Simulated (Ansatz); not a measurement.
**Nudged elastic band run: C2H4BBrClN**

input.yaml

```yaml
crystal:
  periodic: [false, false, false]
  atoms:
    - { symbol: B, position_ang: [-0.568184, -1.869114, -0.022111] }
    - { symbol: C, position_ang: [0.25276, -0.604779, -0.002418] }
    - { symbol: Cl, position_ang: [2.023934, -0.74829, 0.013922] }
    - { symbol: C, position_ang: [-0.186605, 0.690156, 0.004688] }
    - { symbol: "N", position_ang: [0.588795, 1.776227, 0.021846] }
    - { symbol: Br, position_ang: [-2.026486, 1.103809, -0.009554] }
    - { symbol: H, position_ang: [-0.02172, -2.933171, -0.026242] }
    - { symbol: H, position_ang: [-1.761964, -1.81164, -0.0337] }
    - { symbol: H, position_ang: [0.195896, 2.69728, 0.026196] }
    - { symbol: H, position_ang: [1.586573, 1.648322, 0.030374] }
basis:
  gaussian: { orbitals: def2-SVP }
hamiltonian:
  xc: { name: BHLYP }
neb:
  order_check: false
  images: 7
  f_tol: 0.05
  max_iterations: 35
  initial_path: idpp
  final_atoms:
    - { symbol: B, position_ang: [-0.5679302, -1.86936961, -0.02193825] }
    - { symbol: C, position_ang: [0.25314789, -0.60512926, -0.00283867] }
    - { symbol: Cl, position_ang: [2.02437932, -0.74784737, 0.01324145] }
    - { symbol: C, position_ang: [-0.18632345, 0.6898563, 0.00446008] }
    - { symbol: "N", position_ang: [0.58866233, 1.77615517, 0.02148246] }
    - { symbol: Br, position_ang: [-2.02638286, 1.10360591, -0.01041272] }
    - { symbol: H, position_ang: [-0.02238973, -2.93396555, -0.02582342] }
    - { symbol: H, position_ang: [-1.7615894, -1.81039753, -0.0331908] }
    - { symbol: H, position_ang: [1.58654979, 1.64910919, 0.03138932] }
    - { symbol: H, position_ang: [0.19487531, 2.69678275, 0.02663154] }
```

Command:

```bash
$ ansatz run input.yaml --threads 2 --pin off --max-ram 3072MiB --backend cpu --events-out ev --progress --plain --runs-dir out
```

Output, in part (warnings, iteration lines, the closing report on the highest movable image, with atoms numbered from 0):

```
NEB end point (image 0): max|allowed force component| = 4.950e-3 eV/Å (the criterion of neb.relax_end_points is 1.000e-2)
NEB end point (image 8): max|allowed force component| = 6.669e-3 eV/Å (the criterion of neb.relax_end_points is 1.000e-2)
NEB iter   1: max|band force component| = 1.979e0 eV/Å  barrier→ = 0.9421 eV  barrier← = 0.9421 eV  Δτ_max = 0.1577 Å  (254 SCF iters)
NEB iter   2: max|band force component| = 1.094e0 eV/Å  barrier→ = 0.8273 eV  barrier← = 0.8273 eV  Δτ_max = 0.0545 Å  (223 SCF iters)
NEB iter   3: max|band force component| = 4.237e-1 eV/Å  barrier→ = 0.7928 eV  barrier← = 0.7928 eV  CI = image 4  Δτ_max = 0.0393 Å  (236 SCF iters)
NEB iter   4: max|band force component| = 2.107e-1 eV/Å  barrier→ = 0.7861 eV  barrier← = 0.7861 eV  CI = image 4  Δτ_max = 0.0554 Å  (233 SCF iters)
NEB iter   5: max|band force component| = 3.112e-1 eV/Å  barrier→ = 0.7838 eV  barrier← = 0.7838 eV  CI = image 4  Δτ_max = 0.0289 Å  (233 SCF iters)
NEB iter   6: max|band force component| = 2.767e-1 eV/Å  barrier→ = 0.7784 eV  barrier← = 0.7784 eV  CI = image 4  Δτ_max = 0.0289 Å  (219 SCF iters)
NEB iter   7: max|band force component| = 2.535e-1 eV/Å  barrier→ = 0.7672 eV  barrier← = 0.7672 eV  CI = image 4  Δτ_max = 0.0288 Å  (232 SCF iters)
NEB iter   8: max|band force component| = 2.916e-1 eV/Å  barrier→ = 0.7527 eV  barrier← = 0.7527 eV  CI = image 4  Δτ_max = 0.0581 Å  (211 SCF iters)
NEB iter   9: max|band force component| = 4.205e-1 eV/Å  barrier→ = 0.7180 eV  barrier← = 0.7180 eV  CI = image 4  Δτ_max = 0.0577 Å  (221 SCF iters)
NEB iter  10: max|band force component| = 4.123e-1 eV/Å  barrier→ = 0.6843 eV  barrier← = 0.6843 eV  CI = image 4  Δτ_max = 0.1160 Å  (212 SCF iters)
NEB iter  11: max|band force component| = 1.487e-1 eV/Å  barrier→ = 0.6602 eV  barrier← = 0.6602 eV  CI = image 4  Δτ_max = 0.0385 Å  (216 SCF iters)
NEB iter  12: max|band force component| = 7.190e-2 eV/Å  barrier→ = 0.6567 eV  barrier← = 0.6567 eV  CI = image 4  Δτ_max = 0.0452 Å  (201 SCF iters)
NEB iter  13: max|band force component| = 4.617e-1 eV/Å  barrier→ = 0.6572 eV  barrier← = 0.6572 eV  CI = image 4  Δτ_max = 0.0227 Å  (197 SCF iters)
NEB iter  14: max|band force component| = 8.646e-2 eV/Å  barrier→ = 0.6561 eV  barrier← = 0.6561 eV  CI = image 4  Δτ_max = 0.0296 Å  (188 SCF iters)
NEB iter  15: max|band force component| = 4.752e-2 eV/Å  barrier→ = 0.6561 eV  barrier← = 0.6561 eV  CI = image 4  Δτ_max = 0.0000 Å  (384 SCF iters)
Total energy: -86854.47833541 eV, -3191.8432067463 hartree
Atom 0 at    -0.565500    -1.836373     0.155124 Å, force     0.002843     0.006017     0.001322 eV/Å
Atom 1 at     0.194316    -0.495489     0.134702 Å, force    -0.010497    -0.007693    -0.003121 eV/Å
Atom 2 at     1.892017    -0.553964     0.607861 Å, force     0.008206     0.002707     0.002277 eV/Å
Atom 3 at    -0.262665     0.730275    -0.198701 Å, force    -0.004483     0.001479    -0.001677 eV/Å
Atom 4 at     0.474462     1.913461    -0.198833 Å, force     0.006493    -0.001851     0.002577 eV/Å
Atom 5 at    -2.065217     0.974184    -0.732490 Å, force    -0.000655    -0.002383     0.000427 eV/Å
Atom 6 at     0.014087    -2.828028     0.481809 Å, force    -0.000235     0.000003    -0.000478 eV/Å
Atom 7 at    -1.715845    -1.881230    -0.150965 Å, force    -0.001181    -0.000090    -0.000719 eV/Å
Atom 8 at     0.847608     2.094520     0.725293 Å, force    -0.000299     0.001124     0.000222 eV/Å
Atom 9 at     1.269736     1.831443    -0.820800 Å, force    -0.000190     0.000687    -0.000831 eV/Å
Dipole moment:     0.192564     0.132668     0.029970 e Å
```

The run converged. A vibrational analysis at the climbing image gives one clearly imaginary mode, 434i cm⁻¹: a first-order saddle point.

Final band (atoms are numbered from 1 in the order of the input):

| image | path coordinate (Å) | energy (kJ/mol) | dihedral Br6–C4–N5–H9 (°) |
| --- | --- | --- | --- |
| 0 | 0.00 | 0.0 | 0 |
| 1 | 0.48 | 7.3 | 35 |
| 2 | 0.97 | 28.7 | 67 |
| 3 | 1.45 | 52.9 | 95 |
| 4 | 1.93 | 63.3 | 121 |
| 5 | 2.42 | 52.8 | 143 |
| 6 | 2.90 | 28.7 | 162 |
| 7 | 3.38 | 7.3 | 176 |
| 8 | 3.87 | 0.0 | 180 |

Time of the run: 15 min on 2 threads of Arm Neoverse N1, with other jobs on the host, peak memory 0.37 GiB.
